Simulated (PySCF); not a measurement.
Radial density of Ti (titanium, neutral)

M06-L, [Ar] 3d2 4s2, high-spin 3F determinant. Computed with PySCF 2.14 in aug-cc-pwCVTZ-DK (10s9p7d4f3g, 127 functions), with scalar relativity by spin-free X2C-1e.

```tsv
r (bohr)	4πr²ρ (e/bohr)	4πr²(ρα − ρβ)
0.00124	0.1784	0.0000
0.00209	0.4562	0.0000
0.00351	1.142	0.0000
0.00591	2.757	-0.0001
0.00994	6.253	-0.0001
0.0167	12.70	-0.0003
0.0281	21.30	-0.0007
0.0473	26.18	-0.0015
0.0795	21.80	-0.0030
0.134	20.76	-0.0018
0.225	28.12	0.0492
0.379	15.73	0.3251
0.637	8.331	0.9347
1.07	9.118	1.2186
1.80	2.404	0.6889
3.03	0.8884	0.1810
5.10	0.2466	0.0068
8.57	0.004990	-0.0007
14.4	6.336e-05	0.0000
```

Densities and radii are taken from the X2C orbitals without a picture-change correction, which distorts them close to the nucleus.

Q: Where is the radial spin density 4πr²(ρα − ρβ) most negative, and why is it negative at all?

A: Around r = 0.0795 bohr, down to -0.0030 e/bohr: exchange with the open shell polarises the paired shells in an unrestricted calculation.
